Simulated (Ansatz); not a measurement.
Steps of a relaxation of C$_{4}$H$_{8}$GeO$_{4}$, SMILES `CC(=O)[O][GeH2][O]C(C)=O` with RKS PBE0-D4/def2-TZVP.

```sh
$ ansatz run in.yaml --threads 4 --pin off --events-out ev --progress --plain --max-ram 66560MiB --backend cuda --devices 0, --max-vram 37GiB
```

```yaml
crystal:
  periodic: [false, false, false]
  atoms:
    - {symbol: C, position_ang: [0.172294, -0.653152, -3.028185]}
    - {symbol: C, position_ang: [0.463563, 0.111089, -1.762324]}
    - {symbol: O, position_ang: [-0.141016, 1.105861, -1.383746]}
    - {symbol: O, position_ang: [1.463043, -0.429464, -1.041070]}
    - {symbol: Ge, position_ang: [1.732761, 0.461465, 0.559615]}
    - {symbol: O, position_ang: [0.261647, 0.887924, 1.599978]}
    - {symbol: C, position_ang: [-0.593181, -0.144486, 1.723361]}
    - {symbol: C, position_ang: [-1.835158, 0.210876, 2.499779]}
    - {symbol: O, position_ang: [-0.362787, -1.236778, 1.221337]}
    - {symbol: H, position_ang: [-0.519931, -0.076410, -3.666052]}
    - {symbol: H, position_ang: [-0.294259, -1.622575, -2.756370]}
    - {symbol: H, position_ang: [1.109288, -0.883925, -3.571386]}
    - {symbol: H, position_ang: [2.337223, 1.848579, 0.268660]}
    - {symbol: H, position_ang: [2.625434, -0.527610, 1.333672]}
    - {symbol: H, position_ang: [-2.446632, 0.908387, 1.891505]}
    - {symbol: H, position_ang: [-2.418770, -0.700680, 2.715518]}
    - {symbol: H, position_ang: [-1.572718, 0.740498, 3.436010]}
basis:
  gaussian: {orbitals: def2-TZVP}
hamiltonian: {xc: pbe0, dispersion: d4}
relax: {f_tol: 0.005, max_steps: 150}
```

Positions (Å) and forces (eV/Å) along the path, 7 of 15 steps:

```xyz
17
step=1 energy=-68971.4693 eV
C     0.172   -0.653   -3.028   -0.047   -0.093   -0.138
C     0.464    0.111   -1.762   -0.138    0.459    0.459
O    -0.141    1.106   -1.384    0.726   -1.097   -0.403
O     1.463   -0.429   -1.041   -0.582    0.738    0.188
Ge    1.733    0.461    0.560   -0.351   -0.095   -0.111
O     0.262    0.888    1.600    0.024   -0.883   -0.366
C    -0.593   -0.144    1.723    0.367   -0.395   -0.391
C    -1.835    0.211    2.500   -0.143    0.036    0.074
O    -0.363   -1.237    1.221   -0.208    1.230    0.576
H    -0.520   -0.076   -3.666    0.353   -0.286    0.326
H    -0.294   -1.623   -2.756    0.225    0.493   -0.103
H     1.109   -0.884   -3.571   -0.457    0.149    0.286
H     2.337    1.849    0.269   -0.114   -0.238    0.026
H     2.625   -0.528    1.334   -0.173    0.162   -0.118
H    -2.447    0.908    1.892    0.317   -0.348    0.266
H    -2.419   -0.701    2.716    0.299    0.450   -0.109
H    -1.573    0.740    3.436   -0.098   -0.282   -0.463
17
step=3 energy=-68971.5697 eV
C     0.172   -0.643   -3.002    0.060    0.063   -0.022
C     0.466    0.130   -1.757   -0.171   -0.215    0.099
O    -0.125    1.120   -1.399    0.029    0.133   -0.056
O     1.424   -0.419   -1.016    0.037    0.074    0.023
Ge    1.708    0.454    0.552    0.015    0.003    0.005
O     0.253    0.864    1.560    0.073   -0.046    0.015
C    -0.579   -0.159    1.725   -0.167    0.130   -0.212
C    -1.817    0.206    2.479    0.060   -0.032    0.062
O    -0.352   -1.245    1.247    0.051   -0.113    0.083
H    -0.504   -0.080   -3.638   -0.018    0.019   -0.026
H    -0.293   -1.590   -2.720   -0.002   -0.016    0.026
H     1.095   -0.878   -3.530    0.028   -0.016   -0.039
H     2.310    1.823    0.252    0.010    0.025    0.001
H     2.586   -0.521    1.329    0.019   -0.018    0.008
H    -2.411    0.885    1.864    0.006    0.016   -0.025
H    -2.394   -0.686    2.702   -0.018   -0.028    0.014
H    -1.558    0.738    3.394   -0.010    0.021    0.045
17
step=7 energy=-68971.5842 eV
C     0.189   -0.636   -3.044   -0.004   -0.007   -0.013
C     0.472    0.166   -1.814   -0.015    0.042    0.020
O    -0.023    1.234   -1.551    0.007   -0.018   -0.019
O     1.338   -0.435   -0.997    0.015   -0.019    0.009
Ge    1.686    0.447    0.545   -0.045   -0.012   -0.015
O     0.197    0.843    1.496    0.006    0.024   -0.001
C    -0.589   -0.196    1.781    0.020   -0.039   -0.019
C    -1.824    0.203    2.523   -0.013    0.003    0.008
O    -0.311   -1.322    1.447   -0.013    0.016    0.018
H    -0.475   -0.084   -3.704    0.004    0.004    0.007
H    -0.274   -1.581   -2.752    0.005    0.001   -0.003
H     1.122   -0.878   -3.556   -0.001    0.001    0.006
H     2.287    1.815    0.247    0.008    0.029   -0.009
H     2.563   -0.528    1.319    0.013   -0.023    0.015
H    -2.414    0.875    1.896    0.002    0.000    0.005
H    -2.408   -0.678    2.777    0.008    0.000   -0.003
H    -1.556    0.755    3.426    0.003    0.000   -0.005
17
step=10 energy=-68971.5855 eV
C     0.214   -0.630   -3.083    0.009    0.002   -0.001
C     0.484    0.170   -1.849   -0.014   -0.028    0.008
O     0.027    1.261   -1.616    0.014    0.006    0.008
O     1.293   -0.461   -0.995   -0.006    0.027   -0.013
Ge    1.652    0.438    0.534    0.013    0.003    0.004
O     0.155    0.845    1.466   -0.001   -0.029    0.007
C    -0.598   -0.200    1.817   -0.010    0.015   -0.005
C    -1.826    0.204    2.570    0.004    0.003    0.003
O    -0.300   -1.333    1.533    0.014    0.006   -0.003
H    -0.433   -0.071   -3.754    0.003   -0.003   -0.001
H    -0.257   -1.575   -2.803    0.000    0.003   -0.001
H     1.156   -0.874   -3.579   -0.001   -0.001   -0.002
H     2.259    1.802    0.223   -0.008   -0.017    0.000
H     2.525   -0.535    1.322   -0.013    0.012   -0.007
H    -2.429    0.867    1.946   -0.001   -0.003    0.002
H    -2.398   -0.677    2.847    0.000    0.006    0.001
H    -1.544    0.769    3.461   -0.002   -0.001    0.000
17
step=12 energy=-68971.5856 eV
C     0.223   -0.629   -3.094    0.007    0.003   -0.002
C     0.486    0.170   -1.857   -0.009   -0.017   -0.002
O     0.032    1.263   -1.627    0.001    0.008    0.004
O     1.286   -0.464   -0.998   -0.002    0.003    0.002
Ge    1.643    0.435    0.532    0.005    0.001    0.002
O     0.147    0.845    1.464   -0.001   -0.003   -0.007
C    -0.602   -0.200    1.824   -0.007    0.011    0.008
C    -1.825    0.205    2.584    0.002    0.000    0.002
O    -0.301   -1.334    1.545    0.004   -0.007   -0.007
H    -0.417   -0.067   -3.770    0.002   -0.002    0.001
H    -0.254   -1.572   -2.819    0.001    0.003    0.001
H     1.167   -0.876   -3.583   -0.003    0.000    0.000
H     2.251    1.798    0.217   -0.001   -0.001    0.002
H     2.513   -0.536    1.322    0.000    0.000   -0.002
H    -2.435    0.863    1.961    0.002   -0.002    0.001
H    -2.394   -0.676    2.869    0.001    0.003    0.000
H    -1.538    0.775    3.470   -0.001   -0.001   -0.003
17
step=14 energy=-68971.5857 eV
C     0.229   -0.628   -3.101    0.001    0.001    0.001
C     0.484    0.168   -1.861    0.000    0.000   -0.003
O     0.031    1.261   -1.631   -0.001    0.001   -0.001
O     1.280   -0.468   -0.998    0.003    0.000   -0.001
Ge    1.638    0.434    0.530   -0.006   -0.001   -0.002
O     0.141    0.845    1.460   -0.001    0.001   -0.002
C    -0.606   -0.199    1.826    0.010   -0.001    0.020
C    -1.824    0.207    2.594   -0.002    0.000   -0.006
O    -0.306   -1.333    1.548   -0.005    0.000   -0.006
H    -0.404   -0.064   -3.781    0.001    0.000    0.001
H    -0.251   -1.571   -2.832    0.000    0.000    0.000
H     1.177   -0.875   -3.584   -0.001    0.000    0.001
H     2.246    1.796    0.214    0.001    0.001   -0.001
H     2.507   -0.538    1.321    0.000   -0.001    0.002
H    -2.439    0.861    1.973   -0.001    0.000    0.001
H    -2.389   -0.674    2.887    0.000    0.000   -0.001
H    -1.531    0.780    3.476    0.001    0.000   -0.003
17
step=15 energy=-68971.5857 eV
C     0.228   -0.629   -3.100    0.001    0.001    0.000
C     0.485    0.168   -1.860   -0.001    0.000   -0.001
O     0.031    1.262   -1.630    0.000   -0.001    0.000
O     1.282   -0.467   -0.998    0.000    0.000    0.001
Ge    1.639    0.434    0.530    0.000    0.000    0.000
O     0.143    0.845    1.462    0.000    0.001   -0.001
C    -0.605   -0.199    1.827   -0.001   -0.001    0.001
C    -1.824    0.206    2.592    0.001   -0.001    0.001
O    -0.305   -1.334    1.547   -0.001    0.001   -0.001
H    -0.407   -0.065   -3.779    0.000    0.000    0.000
H    -0.252   -1.571   -2.829    0.000    0.000    0.000
H     1.175   -0.876   -3.583    0.000    0.000    0.000
H     2.247    1.796    0.215    0.000    0.001    0.000
H     2.508   -0.537    1.321    0.000   -0.001    0.000
H    -2.438    0.862    1.970    0.000    0.000    0.000
H    -2.391   -0.675    2.882    0.000    0.000    0.000
H    -1.534    0.779    3.474    0.000    0.000   -0.001
```

Hardware: 4 threads of an AMD EPYC 7R13 on a shared host and a share of an NVIDIA H100 80 GB. Wall time 61 s, peak host memory 1 GiB.
